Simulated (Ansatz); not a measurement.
`[SiH3][NH][SnH2][SiH3]` + `CCl` → `[SiH3][SnH2][CH2]Cl` + `N[SiH3]`  (formal exchange of groups at the Sn–N bond)

Program: Ansatz. Geometries: PBE0-D4/def2-TZVP. ΔE: electronic, gas phase. CCSD(T)/CBS is the MP2 limit (def2-TZVPP, def2-QZVPP) plus CCSD(T) − MP2 in def2-TZVPP, frozen cores. This one scheme is used for every species. DFT in def2-TZVPP. B3LYP here is the variant with VWN-RPA as its local correlation; programs differ in this. def2 core potentials past Kr. For Sn outer-core shells are correlated without core-valence functions, which leaves a few kJ/mol of doubt a bond. Each species was taken in one conformer, which may not be the lowest.

(1) Is it downhill or uphill in electronic energy at CCSD(T)/CBS, and by how much? (An estimate is asked.)

(2) What do these levels give: PBE-D4, B3LYP-D4, HF/def2-TZVPP, HF/def2-QZVPP, HF/CBS(def2), CCSD/CBS(def2)? (Estimate.)

Largest T1 diagnostic among the species: 0.013.

Answers

(1) Ansatz gave: Uphill: ΔE = +30.3 kJ/mol.

(2) Ansatz gave: PBE-D4 25.1, B3LYP-D4 31.0, HF/def2-TZVPP 37.2, HF/def2-QZVPP 38.6, HF/CBS(def2) 38.8, CCSD/CBS(def2) 30.7 kJ/mol.

In def2-TZVPP, CCSD(T) changes the Hartree–Fock value by −7.3 kJ/mol (the triples alone add −0.5 kJ/mol) and MP2 by −8.6 kJ/mol. The D4 term adds +3.6 kJ/mol with B3LYP and +2.1 kJ/mol with PBE0; it sums over pairs of atoms, weighted by their polarisabilities, and B3LYP, whose exchange is more repulsive, gets the larger term.
